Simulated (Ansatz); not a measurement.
Isolated molecules relaxed with PBE0-D4/def2-TZVP in Ansatz; ΔE leaves out vibrations. CCSD(T)/CBS adds triple-zeta CCSD(T) − MP2 to the extrapolated MP2 energy (def2 sets, frozen cores). This one scheme is used for every species, atoms too. No spin–orbit coupling; open shells (•) take unrestricted orbitals. Spin–orbit coupling would lower the free atoms: a little for B; clearly for Br. For Br outer-core shells are correlated without core-valence functions, so the limit isn't a true one: a few kJ/mol of doubt a bond, and 10 to 20 or more in all where bonds break to atoms. Scalar relativity is left out up to krypton.

`BrBBr` → B• + 2 Br• + H•  (atomization)

`BrBBr`:

Z-matrix (Å, degrees):
```
B
Br 1 1.891
Br 1 1.891 2 121.4
H 1 1.186 2 119.3 3 180.0
```

| species | CCSD(T)/CBS(def2) energy (Eh) |
| --- | --- |
| `BrBBr` | -5172.09209 |
| B• | -24.60433 |
| Br• | -2573.26688 |
| H• | -0.50000 |

**Question.** Work out ΔE.

**Answer.** ΔE = 2 × (-2573.26688) + (-24.60433) + (-0.50000) − (-5172.09209) = 0.45400 Eh = +12.35 eV.

Largest T1 diagnostic among the species: 0.014.

The D4 term adds +0.16 eV with B3LYP and +0.08 eV with PBE0; it sums over pairs of atoms, weighted by their polarisabilities, and B3LYP, whose exchange is more repulsive, gets the larger term. From BLYP to BHLYP (50 % exact exchange), in def2-TZVPP and without D4, ΔE moves by −0.18 eV: exact exchange takes away binding that semilocal exchange gives to molecules. At CCSD(T), def2-SVP lies −0.69 eV from the extrapolated value and def2-TZVPP −0.39 eV: correlation converges slowly with the basis, and small sets miss more of it in the bonded molecule than in its fragments.

B3LYP here is the variant with VWN-RPA as its local correlation; programs differ in this.

For atomizations the MP2-based limit and the directly extrapolated one differ by several kJ/mol either way, and by 10 to 25 for some Ge, Se and Sn compounds, so smaller differences from it don't rank the levels.
